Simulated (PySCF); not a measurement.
SiFCl₃, SMILES F[Si](Cl)(Cl)Cl.

Geometry: B3LYP-D3(BJ)/def2-SVP.

Method: B3LYP-D3(BJ)/def2-SVP run with PySCF.

Frequencies are harmonic and unscaled.

Modes within 1.5 cm⁻¹ of each other (mostly degenerate sets) share a row, with their intensities summed.

Computed vibrational spectrum:
```tsv
mode	ν (cm⁻¹)	IR (km/mol)	Raman (Å⁴/amu)	depolarisation	moving atoms (share of kinetic energy)
1–2	158	0.5	4.7	0.75	Cl 80 %, F 17 %
3	229	6.6	2.8	0.55	Cl 54 %, Si 26 %, F 19 %
4–5	269	34.2	4.8	0.75	F 47 %, Cl 44 %, Si 9 %
6	454	6.1	11.5	0.02	Cl 76 %, F 14 %, Si 10 %
7–8	642	456.2	2.3	0.75	Si 69 %, Cl 31 %
9	937	140.0	1.4	0.13	F 55 %, Si 45 %
```
